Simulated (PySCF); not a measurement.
## Orbital energies and ionisation energy

C5H6F2O.
SMILES with atom numbers: `[F:1][CH2:2][C:3]1=[CH:4][CH2:5][O:6][C@H:7]1[F:8]` (hydrogens: H9, H10 on C2; H11 on C4; H12, H13 on C5; H14 on C7)

Cartesian coordinates in Å at the PBE0-D3(BJ)/def2-SVP level; atoms count from 1:
```xyz
14
C5H6F2O angstrom
F      2.2421   -1.5688    0.1916
C      1.8657   -0.3434   -0.2812
C      0.4093   -0.1245   -0.1034
C     -0.4842   -0.9197    0.4846
C     -1.8165   -0.2471    0.4753
O     -1.6123    0.9483   -0.2558
C     -0.2750    1.1590   -0.4841
F      0.2136    2.1796    0.3120
H      2.4246    0.4430    0.2580
H      2.1395   -0.2707   -1.3505
H     -0.2820   -1.8945    0.9289
H     -2.5974   -0.8403   -0.0315
H     -2.1792   -0.0268    1.4971
H     -0.1225    1.4982   -1.5245
```

Level: wB97X-D/def2-SVPD (PySCF). Frontier orbitals with their largest atomic shares (Löwdin; up to four atoms above 4 %):

```tsv
orbital	ε (eV)	main atoms
HOMO−3	-12.32	O6 22 %, C5 17 %, C4 17 %, F8 8 %
HOMO−2	-11.65	O6 26 %, F8 18 %, C3 16 %, C7 14 %
HOMO−1	-10.67	O6 57 %, C5 9 %, F8 7 %, C4 6 %
HOMO	-9.67	?
LUMO	1.43	C4 32 %, C3 28 %, C5 6 %, H11 5 %
LUMO+1	2.27	C2 16 %, C4 14 %, C5 12 %, C7 7 %
LUMO+2	2.70	C2 18 %, C5 16 %, H12 10 %, H10 10 %
```

Question: What vertical ionisation energy does ΔSCF give, and how far is −ε(HOMO) from it?

Answer: ΔSCF: 9.95 eV (960 kJ/mol; threshold wavelength 125 nm); ⟨S²⟩ of the doublet left behind is 0.753, against 0.75 for a pure doublet. −ε(HOMO) is 9.67 eV, 0.28 eV below it. For the exact functional −ε(HOMO) would equal the first vertical ionisation energy; wB97X-D (range-separated hybrid) comes within 0.28 eV of that here.

Question: On which atoms does the HOMO lie?

Answer: C3 (fully substituted alkene carbon) 29 %, C4 (alkene CH carbon) 28 %, C5 (sp3 carbon bound to oxygen) 10 %, C2 (sp3 C–F carbon) 7 %, so no atom holds as much as 40 %. The HOMO−1 lies 1.00 eV lower.

Question: What total energies stand behind the ΔSCF value?

Answer: E(N) = -468.55342 Eh and E(N − 1) = -468.18778 Eh at the same geometry, 0.36564 Eh apart.

Question: Shift the occupied levels rigidly so that −ε(HOMO) equals the ΔSCF value. What binding energies result?

Answer: The shift is +0.28 eV: HOMO 9.95, HOMO−1 10.95, HOMO−2 11.93, HOMO−3 12.60 eV. A rigid shift is only a rough guide to the deeper ionisations.

One conformer (not necessarily the lowest) at the PBE0-D3(BJ)/def2-SVP geometry, without solvent, vibrations or thermal averaging.

Note: wB97X-D ran without an empirical dispersion term, which enters the total energy and its gradient alone.
